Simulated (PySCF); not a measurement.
C2H5ClOSi, SMILES C=CO[SiH2]Cl.

Geometry: B3LYP-D3(BJ)/def2-SVP. This is a generated structure with no PubChem entry under its InChIKey; it may be hypothetical. One conformer was computed; it need not be the lowest.

Level of theory: B3LYP-D3(BJ)/def2-SVP run with PySCF.

Frequencies are harmonic and unscaled.

Computed harmonic wavenumbers and intensities:
```tsv
mode	ν (cm⁻¹)	IR (km/mol)	Raman (Å⁴/amu)	depolarisation	moving atoms (share of kinetic energy)
1	61	0.3	8.2	0.74	C 46 %, H 40 %, O 9 %
2	71	3.8	2.8	0.75	Cl 25 %, C 23 %, H 22 %, O 19 %, Si 11 %
3	142	3.7	1.5	0.66	O 35 %, H 24 %, C 22 %, Cl 13 %
4	268	4.0	1.7	0.63	O 42 %, Cl 20 %, C 17 %, H 12 %, Si 9 %
5	462	12.0	4.9	0.36	C 38 %, H 26 %, Si 24 %, O 11 %
6	539	73.9	7.9	0.21	Si 50 %, Cl 44 %
7	639	51.9	6.9	0.74	H 79 %, Si 17 %
8	716	9.8	5.9	0.72	H 74 %, C 22 %
9	731	8.5	13.6	0.74	H 81 %, C 9 %
10	764	16.3	11.4	0.39	H 39 %, O 30 %, Si 15 %, C 15 %
11	876	49.5	3.6	0.74	H 70 %, C 30 %
12	911	376.8	13.6	0.64	H 84 %, Si 13 %
13	965	146.4	12.6	0.75	H 95 %
14	985	18.8	2.9	0.74	H 88 %, C 12 %
15	1045	109.8	1.3	0.16	H 40 %, O 31 %, C 24 %
16	1219	330.4	1.1	0.45	C 40 %, O 40 %, H 19 %
17	1338	32.7	41.9	0.47	H 86 %, C 10 %
18	1408	15.1	3.6	0.59	H 81 %, C 17 %
19	1723	185.1	35.8	0.15	C 86 %, H 13 %
20	2258	107.5	153.8	0.15	H 97 %
21	2300	98.2	131.8	0.27	H 96 %
22	3144	12.1	17.7	0.65	H 93 %
23	3165	0.7	144.1	0.12	H 93 %
24	3268	2.4	78.2	0.70	H 89 %, C 11 %
```
